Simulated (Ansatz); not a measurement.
Isolated molecules relaxed with PBE0-D4/def2-TZVP in Ansatz; ΔE leaves out vibrations. CCSD(T)/CBS adds triple-zeta CCSD(T) − MP2 to the extrapolated MP2 energy (def2 sets, frozen cores). This one scheme is used for every species. For Br, Ga outer-core shells are correlated without core-valence functions, which leaves a few kJ/mol of doubt a bond. Scalar relativity is left out up to krypton. One conformer a species, not always the lowest.

Reaction (ligand exchange at a Ga–N bond): `C[N](C)[Ga]([Br])[Br]` + H–F → `[F][Ga]([Br])[Br]` + `CNC`

`C[N](C)[Ga]([Br])[Br]`:

```xyz
12

C     0.489    1.311    0.370
N     0.001    0.007   -0.006
C    -0.348   -0.110   -1.400
Ga   -0.160   -1.353    1.161
Br   -0.941   -3.373    0.468
Br    0.417   -1.067    3.342
H    -0.263    2.087    0.174
H     1.393    1.574   -0.196
H     0.737    1.343    1.432
H    -0.710   -1.114   -1.629
H     0.520    0.091   -2.044
H    -1.136    0.604   -1.673
```

H–F:

```xyz
2

F     0.145    0.330   -0.286
H    -0.145   -0.330    0.286
```

`[F][Ga]([Br])[Br]`:

Cartesian coordinates in Å:
```
F 0.197 -1.685 -0.680
Ga 0.010 -0.084 -0.034
Br -1.927 0.412 0.998
Br 1.719 1.357 -0.284
```

`CNC`:

```xyz
10

C    -0.635    0.611    0.827
N     0.010   -0.601    0.378
C     0.496   -0.507   -0.979
H    -0.933    0.510    1.873
H    -1.544    0.778    0.240
H    -0.010    1.515    0.729
H     0.773   -0.834    1.000
H    -0.352   -0.399   -1.662
H     1.024   -1.423   -1.251
H     1.171    0.348   -1.156
```

| species | CCSD(T)/CBS(def2) energy (Eh) |
| --- | --- |
| `C[N](C)[Ga]([Br])[Br]` | -7205.12527 |
| H–F | -100.39570 |
| `[F][Ga]([Br])[Br]` | -7170.52286 |
| `CNC` | -135.00321 |

**Question.** Work out ΔE.

**Answer.** ΔE = (-7170.52286) + (-135.00321) − (-7205.12527) − (-100.39570) = -0.00510 Eh = -13.4 kJ/mol.

Largest T1 diagnostic among the species: 0.011.

From BLYP to BHLYP (50 % exact exchange), in def2-TZVPP and without D4, ΔE moves by +4.3 kJ/mol. Leaving LDA and LC-ωPBE aside and taking each functional with its dispersion term where it has one, the values, not all of them listed here, spread over 16.4 kJ/mol, from B97M-V to PBE-QIDH. LDA lies +22.2 kJ/mol from PBE without D4. In def2-TZVPP, CCSD(T) changes the Hartree–Fock value by +38.9 kJ/mol (the triples alone add +4.9 kJ/mol) and MP2 by +46.4 kJ/mol.
